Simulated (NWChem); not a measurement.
System: VOF$_{3}$; SMILES [O]=[V]([F])([F])[F]

NWChem input:

```
start job
memory heap 200 mb stack 900 mb global 1100 mb
geometry units angstroms noautoz
  V      0.000000     0.000000     0.040881
  O      0.000000     0.000000     1.605051
  F      0.150887    -1.623802    -0.500399
  F      1.330811     0.942573    -0.500399
  F     -1.481697     0.681229    -0.500399
end
basis spherical
  * library def2-svp
end
dft
  xc m05-2x
  iterations 150
  mulliken
end
task dft energy
```

Geometry: optimised at PBE-D3(BJ)/def2-SVP.

Task: Give the results of this calculation. (M05-2X/def2-SVP.) Quantities: energy (Ha); highest occupied level (eV); orbital gap (eV); dipole (D).

Result: 
```json
{
 "energy (Ha)": "-1318.36",
 "highest occupied level (eV)": "-13.32",
 "orbital gap (eV)": "10.16",
 "dipole (D)": "0.20"
}
```
